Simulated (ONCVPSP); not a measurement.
# Ge (Z = 32), ONCV: configuration errors across variants

- Element: Ge
- Generator: ONCVPSP 4.0.1
- Type: optimised norm-conserving Vanderbilt (ONCV)
- Functional: PBE
- Relativity: scalar-relativistic
- Frozen core: [Ar]
- Valence charge: 14
- Reference configuration: 3d10 4s2 4p2
- Partial waves: 4s: rc 1.60 bohr, ncon 4, nbas 9, qcut 4.4 1/bohr, 2 projectors, debl 2.6 Ha; 4p: rc 1.95 bohr, ncon 4, nbas 8, qcut 4.4 1/bohr, 2 projectors, debl 0.5 Ha; 3d: rc 0.90 bohr, ncon 4, nbas 8, qcut 14 1/bohr, 3 projectors, debl 1.1 Ha
- Local potential: polynomial inside 0.80 bohr (lpopt 5, dvloc0 0 Ha)
- Core correction: none

All-electron excitation energies from the reference (eV): (1) 3d10 4s2 4p1 7.444; (2) 3d10 4s2 4p0 22.884; (3) 3d10 4s1 4p0 57.675; (4) 3d10 4s1 4p3 7.972.

3 further variants failed, have other tests or too few solved ones, and are left out.

A true bound ghost makes a file unfit for plane-wave use even where its test errors are small: the radial tests pick states by their node count and pass the ghost by.

Errors AE − PS in meV (a dash: test not solved or not reliable):

```csv
change,(1),(2),(3),(4),bound ghosts,GHOST(+) flags above zero
base,-1.1,-1.0,+30,+0.9,s,"p, d"
s: qcut 2.8; p: qcut 2.8; d: qcut 9.1,-1.2,-2.5,+28,+2.1,"s, d","p, d"
s: qcut 3.4; p: qcut 3.4; d: qcut 10.8,-1.2,-2.0,+27,+1.9,"s, d","p, d"
s: qcut 4.7; p: qcut 4.7; d: qcut 14.9,-1.1,-0.8,+30,+0.7,s,"p, d"
```

**Question.** Give the same row for: s: qcut 3.9; p: qcut 3.9; d: qcut 12.4.

**Answer.** -1.1, +3.6, +39, +6.8; bound ghosts: s; GHOST(+) flags above zero: p, d.
